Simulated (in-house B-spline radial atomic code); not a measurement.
## Binding energies in Tl LVI (Tl55+)

NIST's tabulated ground configuration is [Ar] 3d8; each binding energy is the energy of the ion with one electron taken from that subshell, relaxed, less that of the parent. Level of theory: Dirac-Hartree-Fock, average of configuration, Fermi nucleus of rms radius 5.4759 fm; calculated with a radial B-spline atomic code at the basis-set limit. Energies include first-order Breit, QED and recoil terms.

```
subshell  X-ray name  binding energy (eV)  -ε (eV)  relaxation (eV)
      1s           K              88977.7  89501.4             50.2
      2s          L1              18711.3  18790.8             17.0
   2p1/2          L2              18078.7  18160.8             21.0
   2p3/2          L3              16020.2  16076.1             17.7
      3s          M1               6804.9   6822.1              2.5
   3p1/2          M2               6532.8   6549.7              3.1
   3p3/2          M3               6036.7   6047.7              2.5
      3d        M4,5               5567.9   5576.2              3.5
```

Relaxation = -ε minus the binding energy without Breit, QED and recoil terms.

Emission lines follow as differences of binding energies, with λ = 12398.42 eV·Å / E:

| line | holes | energy (eV) | wavelength (Å) |
| --- | --- | --- | --- |
| K-L3 | 1s → 2p3/2 | 72957.5 | 0.16994 |
| K-L2 | 1s → 2p1/2 | 70899.0 | 0.17487 |
| K-M3 | 1s → 3p3/2 | 82941.0 | 0.14948 |
| L1-M3 | 2s → 3p3/2 | 12674.6 | 0.97821 |
| L3-M1 | 2p3/2 → 3s | 9215.3 | 1.3454 |

What screening constant σ does Moseley's law, E = (3/4)·13.6057 eV·(Z - σ)², need for K-L3?

σ = -3.56.

Moseley's non-relativistic formula needs a falling, then negative, screening constant for heavy elements, because relativity binds the 1s electron more strongly than the formula allows.

What does it cost to remove two 2s electrons?

37757 eV, which is 334.4 eV more than the two single binding energies together.

What does it cost to remove both a 2p1/2 and a 3s electron?

25059 eV, which is 174.9 eV more than the two single binding energies together.

What does it cost to remove both a 2s and a 3p3/2 electron?

24917 eV, which is 168.7 eV more than the two single binding energies together.
